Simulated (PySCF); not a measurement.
**Energy of Br(2+) (bromine, charge +2) between two integer charges**

The 4p alpha orbital of [Ar] 3d10 4s2 4p3 is emptied in steps (occupation f), with all orbitals relaxed, ending at [Ar] 3d10 4s2 4p2. Computed with PySCF 2.14 in aug-cc-pVDZ-PP with ECP10MDF (5s4p3d, 32 functions), with a scalar-relativistic core potential. The exact energy is a straight line in f; departures are measured from the line between the end points of the same method.

| f | UHF (eV) | LDA (eV) | PBE (eV) | PBE0 (eV) | r2SCAN (eV) | LC-wPBE (eV) | BHandHLYP (eV) | wB97X (eV) | CAM-B3LYP (eV) | BLYP (eV) |
| --- | --- | --- | --- | --- | --- | --- | --- | --- | --- | --- |
| 1 | 0.000 | 0.000 | 0.000 | 0.000 | 0.000 | 0.000 | 0.000 | 0.000 | 0.000 | 0.000 |
| 0.75 | 0.099 | -1.097 | -1.067 | -0.777 | -1.010 | -0.229 | -0.505 | -0.288 | -0.524 | -1.085 |
| 0.5 | 0.130 | -1.465 | -1.420 | -1.032 | -1.330 | -0.300 | -0.673 | -0.384 | -0.698 | -1.446 |
| 0.25 | 0.096 | -1.099 | -1.061 | -0.769 | -0.982 | -0.220 | -0.504 | -0.288 | -0.522 | -1.083 |
| 0 | 0.000 | 0.000 | 0.000 | 0.000 | 0.000 | 0.000 | 0.000 | 0.000 | 0.000 | 0.000 |

| method | E(f=0) − E(f=1) (eV) | −ε at f=1 (eV) | −ε at f=0.5 (eV) |
| --- | --- | --- | --- |
| UHF | 34.625 | 35.163 | 34.617 |
| LDA | 35.187 | 29.352 | 35.181 |
| PBE | 35.028 | 29.338 | 35.043 |
| PBE0 | 35.155 | 31.003 | 35.174 |
| r2SCAN | 35.395 | 29.965 | 35.474 |
| LC-wPBE | 35.179 | 33.944 | 35.201 |
| BHandHLYP | 35.019 | 32.326 | 35.023 |
| wB97X | 34.873 | 33.333 | 34.873 |
| CAM-B3LYP | 35.078 | 32.285 | 35.083 |
| BLYP | 34.782 | 29.004 | 34.786 |

Orbital energy along the path (eV):

```csv
f,UHF,LDA,PBE,PBE0,r2SCAN,LC-wPBE,BHandHLYP,wB97X,CAM-B3LYP,BLYP
1,-35.163,-29.352,-29.338,-31.003,-29.965,-33.944,-32.326,-33.333,-32.285,-29.004
0.75,-34.883,-32.253,-32.188,-33.092,-32.742,-34.581,-33.674,-34.107,-33.682,-31.886
0.5,-34.617,-35.181,-35.043,-35.174,-35.474,-35.201,-35.023,-34.873,-35.083,-34.786
0.25,-34.363,-38.119,-37.876,-37.228,-38.074,-35.788,-36.366,-35.638,-36.476,-37.681
0,-34.123,-41.036,-40.653,-39.226,-40.550,-36.318,-37.700,-36.418,-37.852,-40.537
```

Reference removal energy between the ground levels: 34.871 ± 0.019 eV (measured; NIST Atomic Spectra Database, ionization energies). The calculation has no spin-orbit coupling. UHF lacks correlation.
